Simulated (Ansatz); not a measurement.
Harmonic frequencies (cm⁻¹) at PBE0-D4/def2-TZVP from Ansatz: 272, 297, 371, 650, 686, 1095.

Task: Which molecule is it?
A. `O=BOB=O`
B. `O=[N+]([O-])[O-]`
C. `O=[Se](F)F`
D. `O=S(=O)(F)Cl`

Result: C.
